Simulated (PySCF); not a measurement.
HOSi, SMILES O=[SiH], multiplicity 2.

Geometry optimised at PBE-D3(BJ)/def2-TZVPD. The isomer is the one that the SMILES or the coordinates give; other isomers of the formula were not compared.

Two levels are set side by side: PBE/def2-TZVPD (PySCF) and M06-2X/def2-TZVPD (PySCF). Same geometry, gas phase. Differences are taken from unrounded values.

```
quantity                      PBE
---------------------------  ----
α-spin orbital gap (eV)      2.66
β-spin orbital gap (eV)      2.90
dipole moment (D)            3.09
mean polarisability (bohr³)  35.3
```

**Question.** These are the PBE values. What does M06-2X give? (The exact figures need the calculation; the answer reports its results.)

**Answer.** 
```tsv
quantity	M06-2X	PBE minus M06-2X
α-spin orbital gap (eV)	6.73	-4.07
β-spin orbital gap (eV)	7.15	-4.25
dipole moment (D)	3.78	-0.69
mean polarisability (bohr³)	34.0	1.3
```

Loosely held outer electrons make PBE densities more polarisable. Differences between two approximate levels are no errors against the true value.

Rough cost on one machine, each run with all the roots and properties that it gave: M06-2X against PBE within a factor of 2.
